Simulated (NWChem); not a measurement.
System meant: Si2H3F3; SMILES F[Si](F)(F)[SiH3]

The following NWChem deck was run.

```
start job
memory heap 200 mb stack 900 mb global 1100 mb
geometry units angstroms noautoz
  F      0.487937     1.409461     1.015978
  Si     0.000000     0.000000     0.416167
  F      0.976660    -1.127297     1.015978
  F     -1.464598    -0.282164     1.015978
  Si     0.000000     0.000000    -1.908239
  H      1.387960     0.263064    -2.386353
  H     -0.921800     1.070477    -2.386353
  H     -0.466160    -1.333541    -2.386353
end
basis spherical
  * library def2-svp
end
dft
  xc b3lyp
  iterations 4
  mulliken
end
task dft energy
```

End of the output:

```
    Atom       Charge   Shell Charges
 -----------   ------   -------------------------------------------------------
    1 F    9     9.19   1.98  1.02  0.76  3.22  2.20  0.01
    2 Si  14    13.47   2.00  1.92  0.63  0.31  5.81  1.16  0.80  0.85
    3 F    9     9.19   1.98  1.02  0.76  3.22  2.20  0.01
    4 F    9     9.19   1.98  1.02  0.76  3.22  2.20  0.01
    5 Si  14    13.75   2.00  1.93  0.70  0.36  5.82  1.35  1.39  0.19
    6 H    1     1.07   0.64  0.41  0.03
    7 H    1     1.07   0.64  0.41  0.03
    8 H    1     1.07   0.64  0.41  0.03

 center of mass
 --------------
 x =  -0.00000000 y =  -0.00000000 z =   0.16588272

 moments of inertia (a.u.)
 ------------------
         887.384393709043           0.000000000000          -0.000000000000
           0.000000000000         887.384393709042           0.000000000000
          -0.000000000000           0.000000000000         474.340496245602

     Multipole analysis of the density
     ---------------------------------

     L   x y z        total         alpha         beta         nuclear
     -   - - -        -----         -----         ----         -------
     0   0 0 0     -0.000000    -29.000000    -29.000000     58.000000

     1   1 0 0     -0.000000     -0.000000     -0.000000      0.000000
     1   0 1 0     -0.000000     -0.000000     -0.000000     -0.000000
     1   0 0 1     -0.851183     -0.425591     -0.425591      0.000000

     2   2 0 0    -32.621493    -75.280462    -75.280462    117.939431
     2   1 1 0     -0.000000      0.000000      0.000000     -0.000000
     2   1 0 1     -0.000000     -0.000000     -0.000000      0.000000
     2   0 2 0    -32.621493    -75.280462    -75.280462    117.939431
     2   0 1 1     -0.000000     -0.000000     -0.000000     -0.000000
     2   0 0 2    -31.174129   -191.196269   -191.196269    351.218408

 ------------------------------------------------------------------------
 dft energy failed                                                                                  0
 ------------------------------------------------------------------------
 ------------------------------------------------------------------------
  current input line :
    21: task dft energy
 ------------------------------------------------------------------------
 ------------------------------------------------------------------------
 This type of error is most commonly associated with calculations not reaching convergence criteria
 ------------------------------------------------------------------------
 For more information see the NWChem manual at https://nwchemgit.github.io

0:dft energy failed:Received an Error in Communication
```

### Question
Find the fault in this run and fix the input.

### Answer
The run did not converge; its last values are not results. Cause: the SCF was allowed too few iterations. This input runs:
```
start job
memory heap 200 mb stack 900 mb global 1100 mb
geometry units angstroms noautoz
  F      0.487937     1.409461     1.015978
  Si     0.000000     0.000000     0.416167
  F      0.976660    -1.127297     1.015978
  F     -1.464598    -0.282164     1.015978
  Si     0.000000     0.000000    -1.908239
  H      1.387960     0.263064    -2.386353
  H     -0.921800     1.070477    -2.386353
  H     -0.466160    -1.333541    -2.386353
end
basis spherical
  F library def2-svp
  Si library def2-svp
  H library def2-svp
end
dft
  xc b3lyp
  iterations 150
  mulliken
end
task dft energy
```
It converges to -880.11374 Ha (B3LYP/def2-SVP).
